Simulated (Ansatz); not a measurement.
```xyz
12

C     1.177   -1.861   -0.799
C     0.396   -0.858   -0.514
C    -0.377    0.140   -0.166
N    -1.610    0.450   -0.763
Si    0.134    1.115    1.348
H     2.015   -1.754   -1.483
H     1.020   -2.846   -0.366
H    -1.785    1.442   -0.835
H    -1.757   -0.004   -1.654
H     0.047    2.571    1.034
H    -0.785    0.845    2.485
H     1.524    0.758    1.713
```

The species carries charge 0 and has multiplicity 1.

Task: List the B3LYP/def2-TZVPP orbital energies in eV (Ansatz). (Best estimate.)

Result: Computed: Occupied: -1798.91, -389.84, -277.72, -277.02, -276.94, -143.46, -98.78, -98.77, -98.77, -24.90, -21.18, -18.77, -15.44, -14.22, -13.62, -12.79, -12.07, -10.23, -9.89, -9.55, -8.97, -7.28, -6.04. Lowest empty: -0.39, 0.11, 0.74, 1.00, 1.45, 1.75, 1.91, 2.11.

B3LYP here is the variant with VWN-RPA as its local correlation; programs differ in this.
